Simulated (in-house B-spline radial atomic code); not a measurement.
## RPA and G0W0 on r2SCAN: the sulfur ion S⁵⁺

Configuration [Ne] 3s1, highest spin, mean-field start r2SCAN. Computed with a B-spline radial code for spherical atoms: all electrons, scalar-relativistic (spin-free one-electron X2C), finite nucleus, each spin shell either full or empty, empty states to l = 9 with an (l + 1/2)⁻⁴ tail; G0W0 by contour deformation at full frequency.

Command:
```bash
python run_gw.py task.json out
```
Settings (radii: box in bohr, nucleus in fm):
```
Z                        16
electrons                11
configuration            [Ne] 3s1
hamiltonian              x2c
method                   r2scan
lmax                     9
rms_radius               3.2611
spin_polarised           True
box_radius               10.43
intervals                68
ion_configuration        [He] 2s2 2p6
```

Cost of the run: 3 s on 1 thread of Arm Neoverse N1 (shared host).

Energies (hartree):

```json
{"term": "mean-field total", "value": "-392.27430"}
{"term": "Hartree-Fock functional on these orbitals", "value": "-391.84975"}
{"term": "direct second order", "value": "-0.7241"}
{"term": "second-order exchange", "value": "0.2749"}
{"term": "SOSEX correction", "value": "0.25412"}
```

What is the RPA correlation energy, and what remains with SOSEX?

RPA gives -0.65954 hartree (-1.63 eV per electron); RPA + SOSEX gives -0.40542, and the second-order doubles -0.4492 hartree (no singles). RPA lacks exchange-type terms and so overcorrelates at short range.

Quasi-particle levels (eV):

| level | occupied | mean field | Σx - vxc | Σc | QP weight | G0W0 |
| --- | --- | --- | --- | --- | --- | --- |
| 3s up | yes | -82.16 | -5.49 | ? | ? | ? |
| 2p down | yes | -238.82 | -22.30 | 3.21 | 0.949 | -257.91 |
| 2p up | yes | -239.24 | -22.49 | 3.29 | 0.946 | -258.45 |
| 2s down | yes | -295.90 | -28.89 | 5.76 | 0.886 | -319.03 |
| 3s down | no | -74.80 | 4.34 | -2.21 | 0.953 | -72.68 |

G0W0 = mean field + (Σx - vxc) + Σc, with Σc (partial-wave tail included) taken at the quasi-particle energy. Only the outer levels were computed.

Where does G0W0 put 3s up?

At -89.19 eV, with Σc = -1.53 eV and a quasi-particle weight of 0.970. The tabulated removal energy is 88.053 eV (NIST, measured); the calculation leaves out spin-orbit coupling, Breit and QED terms, and what these don't explain is the method's own error.

What does it cost to remove one electron (to [He] 2s2 2p6) by differences of total energies, each species on its own start (correlation terms add to the Hartree-Fock functional)?

r2SCAN 87.96 eV, Hartree-Fock functional 87.56 eV, + RPA 88.88 eV, + RPA + SOSEX 88.00 eV, + second order 88.12 eV. Tabulated: 88.053 eV (NIST, measured); the calculation leaves out spin-orbit coupling, Breit and QED terms, and what these don't explain is the method's own error.
